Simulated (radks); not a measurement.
Excited configurations of neutral potassium: one electron is placed in a higher orbital outside [Ar]. The ground configuration is [Ar] 4s1. All-electron calculation, non-relativistic Kohn-Sham, PBEsol, spin-polarised, spherical densities, point nucleus; open shells are filled with parallel spins first. Program: a radial shooting solver on a logarithmic mesh with Libxc functionals. Excitation = E - E(ground); binding = E(ion) - E, where the ion is the core of charge +1; n* = 1/sqrt(2 binding) in atomic units, and the quantum defect is n - n*.

outer orbital  excitation (eV)  binding (eV)     n*  eigenvalue (eV)
4p                       1.548         2.825  2.195           -1.516
4d                       3.034         1.339  3.187           -0.684
4f                       3.430         0.943  3.798           -0.468
5p                       2.894         1.479  3.033           -0.880
5d                       3.504         0.870  3.955           -0.526
5f                       3.723         0.651  4.573           -0.390
6s                       3.250         1.123  3.480           -0.725
6p                       3.461         0.912  3.861           -0.583
7s                       3.644         0.730  4.318           -0.488
7p                       3.754         0.620  4.686           -0.414
7d                       3.934         0.440  5.562           -0.298

The Delta-SCF ionisation energy is 4.374 eV (NIST Atomic Spectra Database: 4.341 eV, measured). Self-interaction in the functional shifts the binding energies and quantum defects, so they are the method's values and not measured ones.
